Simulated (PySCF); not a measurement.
Job for PySCF: R-M06-2X/def2-TZVPPD on H2O (SMILES O).

```python
from pyscf import gto, dft

mol = gto.M(
    atom='''
    O    -0.00000000   -0.00000000    0.38961139
    H    -0.00000000    0.76498632   -0.19485569
    H     0.00000000   -0.76498632   -0.19485569
    ''',
    basis='def2-tzvppd',
    charge=0, spin=0, verbose=4, max_memory=1800)
mf = dft.RKS(mol, xc='m062x').density_fit(auxbasis='def2-universal-jkfit')
mf.grids.level = 4
mf.conv_tol = 1e-9
mf.max_cycle = 150
mf.kernel()
mf.dip_moment()
```

Output:

```
PySCF version 2.14.0

[INPUT] verbose = 4
[INPUT] num. atoms = 3
[INPUT] num. electrons = 10
[INPUT] charge = 0
[INPUT] spin (= nelec alpha-beta = 2S) = 0
[INPUT] symmetry False subgroup None
[INPUT] Mole.unit = angstrom
[INPUT] Symbol           X                Y                Z      unit          X                Y                Z       unit  Magmom
[INPUT]  1 O      0.000000000000   0.000000000000   0.389611390000 AA    0.000000000000   0.000000000000   0.736258822111 Bohr   0.0
[INPUT]  2 H      0.000000000000   0.764986320000  -0.194855690000 AA    0.000000000000   1.445614633839  -0.368223887913 Bohr   0.0
[INPUT]  3 H      0.000000000000  -0.764986320000  -0.194855690000 AA    0.000000000000  -1.445614633839  -0.368223887913 Bohr   0.0

nuclear repulsion = 9.14068918860721
number of shells = 28
number of NR pGTOs = 93
number of NR cGTOs = 74
basis = def2-tzvppd
ecp = {}


******** <class 'pyscf.df.df_jk.DFRKS'> ********
method = DFRKS
initial guess = minao
damping factor = 0
level_shift factor = 0
DIIS = <class 'pyscf.scf.diis.CDIIS'>
diis_start_cycle = 1
diis_space = 8
diis_damp = 0
SCF conv_tol = 1e-09
SCF conv_tol_grad = None
SCF max_cycles = 150
direct_scf = False
XC library pyscf.dft.libxc version 7.1.2
    S. Lehtola, C. Steigemann, M. J. T. Oliveira, and M. A. L. Marques,  SoftwareX 7, 1–5 (2018)
XC functionals = m062x
    Y. Zhao and D. G. Truhlar,  Theor. Chem. Acc. 120, 215 (2008)
    Y. Zhao and D. G. Truhlar,  Theor. Chem. Acc. 120, 215 (2008)
radial grids:
    Treutler-Ahlrichs [JCP 102, 346 (1995); DOI:10.1063/1.469408] (M4) radial grids

becke partition: Becke, JCP 88, 2547 (1988); DOI:10.1063/1.454033
pruning grids: <function nwchem_prune>
grids dens level: 4
symmetrized grids: False
atomic radii adjust function: <function treutler_atomic_radii_adjust>
small_rho_cutoff = 0
Set gradient conv threshold to 3.16228e-05
Initial guess from minao.
tot grids = 59680
******** <class 'pyscf.df.df.DF'> ********
auxbasis = def2-universal-jkfit
init E= -76.3195435227063
  HOMO = -0.452325087921999  LUMO = -0.00844265609365635  gap/eV = 12.07866
cycle= 1 E= -76.3718633042827  delta_E= -0.0523  |g|= 0.567  |ddm|= 0.862
  HOMO = -0.277078943110936  LUMO = 0.0146585190256013  gap/eV = 7.93858
cycle= 2 E= -76.3516416779092  delta_E= 0.0202  |g|= 0.689  |ddm|= 0.554
  HOMO = -0.406782490602048  LUMO = 0.00977314197816057  gap/eV = 11.33506
cycle= 3 E= -76.4310152078909  delta_E= -0.0794  |g|= 0.0271  |ddm|= 0.269
  HOMO = -0.402413251855208  LUMO = 0.0120131475988357  gap/eV = 11.27712
cycle= 4 E= -76.4311331430792  delta_E= -0.000118  |g|= 0.00365  |ddm|= 0.0162
  HOMO = -0.402994559303252  LUMO = 0.0118612404810037  gap/eV = 11.28880
cycle= 5 E= -76.4311361488378  delta_E= -3.01e-06  |g|= 0.000502  |ddm|= 0.0026
  HOMO = -0.403033692831613  LUMO = 0.0118626628022363  gap/eV = 11.28990
cycle= 6 E= -76.4311362485717  delta_E= -9.97e-08  |g|= 6.83e-05  |ddm|= 0.000782
  HOMO = -0.403035382190488  LUMO = 0.0118644388086352  gap/eV = 11.29000
cycle= 7 E= -76.4311362516908  delta_E= -3.12e-09  |g|= 6.88e-06  |ddm|= 0.000169
  HOMO = -0.403036621173925  LUMO = 0.0118645412302484  gap/eV = 11.29004
cycle= 8 E= -76.4311362517239  delta_E= -3.31e-11  |g|= 8.98e-07  |ddm|= 1.05e-05
  HOMO = -0.403036649384106  LUMO = 0.0118645550771792  gap/eV = 11.29004
Extra cycle  E= -76.4311362517245  delta_E= -5.54e-13  |g|= 3.04e-07  |ddm|= 1.11e-06
converged SCF energy = -76.4311362517245
Dipole moment(X, Y, Z, Debye): -0.00000,  0.00000, -1.88683
```

The run converged.

Cost: around 1.6 core-seconds (rough).
